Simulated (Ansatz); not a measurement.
BH$_{4}$NOSe (`NB(O)[SeH]`). The species carries charge 0 and has multiplicity 1. The geometry is a stationary point of PBE0-D4/def2-TZVP. It is one conformer, not always the lowest.

```xyz
8

N    -0.293   -0.724   -0.624
B     0.151    0.145    0.386
O     0.550   -0.264    1.628
Se    0.254    2.100    0.131
H    -0.351   -1.721   -0.508
H    -0.582   -0.407   -1.530
H     0.507   -1.212    1.768
H    -0.237    2.084   -1.251
```

(1) What is the dipole moment at B3LYP/def2-TZVPP? (Best estimate.)

(2) And with PBE, r2SCAN, ωB97M-V? (An estimate is asked.)

(3) Give the Mulliken charges with B3LYP, ωB97M-V, PBE in def2-TZVPP. (Estimate.)

Answers

(1) Ansatz gave: 3.75 D, with components (-0.88, -3.29, -1.56) D in this frame, pointing from negative to positive charge.

(2) Ansatz gave: PBE 3.70 D, r2SCAN 3.81 D, ωB97M-V 3.81 D.

(3) Computed: 
```tsv
atom	B3LYP	ωB97M-V	PBE
N1	-0.28	-0.24	-0.28
B2	0.20	0.20	0.13
O3	-0.29	-0.28	-0.25
Se4	-0.11	-0.12	-0.11
H5	0.14	0.11	0.15
H6	0.16	0.13	0.17
H7	0.18	0.17	0.18
H8	0.01	0.03	0.02
```

B3LYP here is the variant with VWN-RPA as its local correlation; programs differ in this.
